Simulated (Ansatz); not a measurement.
Mulliken charges of `CC[B]Br` radical from r2SCAN/def2-TZVPP in Ansatz (PBE0-D4/def2-TZVP geometry).

| atom | x (Å) | y (Å) | z (Å) | charge (e) |
| --- | --- | --- | --- | --- |
| C1 | -0.334 | 1.062 | 0.382 | -0.106 |
| C2 | 0.361 | -0.190 | -0.140 | -0.049 |
| B3 | -0.509 | -1.461 | -0.283 | -0.032 |
| Br4 | 0.093 | -3.142 | -0.902 | -0.053 |
| H5 | -1.158 | 1.357 | -0.271 | 0.044 |
| H6 | -0.751 | 0.895 | 1.377 | 0.044 |
| H7 | 0.360 | 1.903 | 0.447 | 0.044 |
| H8 | 0.812 | -0.007 | -1.127 | 0.053 |
| H9 | 1.213 | -0.463 | 0.500 | 0.053 |

Q: By hand: the dipole of these point charges (1 e Å = 4.8032 D).

A: Σ q r = (0.068, 0.268, 0.058) e Å, of length 0.283 e Å = 1.36 D.

Q: How does the dipole of the full density compare? (Best estimate.)

A: The calculation gave: (0.166, 0.257, 0.031) e Å, 1.48 D; the point charges give 0.92 times that, at 19° from its direction.

Point charges leave out the atoms' own dipoles, such as those of lone pairs, and Mulliken's split depends on the basis, so the two needn't agree.
